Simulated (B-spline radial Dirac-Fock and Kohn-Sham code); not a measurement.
**Photoionisation of chlorine ions at Cr Kα (5414.7 eV)**

Method: independent-particle photoionisation in a Dirac-Hartree-Slater potential with a Latter tail, all multipoles, thresholds from Dirac-Fock ΔSCF. Computed with a radial B-spline solver. Cross sections in kb; a dash marks an empty subshell or a threshold above the photon energy.

```
  ion  configuration  total    1s    2s   2p1/2   2p3/2
 Cl⁷⁺   [He] 2s2 2p6  18.74  17.2  1.13   0.148   0.285
 Cl⁸⁺   [He] 2s2 2p5  18.80  17.2  1.18   0.132   0.255
 Cl⁹⁺   [He] 2s2 2p4  18.86  17.3  1.24   0.115   0.221
Cl¹²⁺   [He] 2s2 2p1  19.06  17.5  1.41  0.0358  0.0690
```
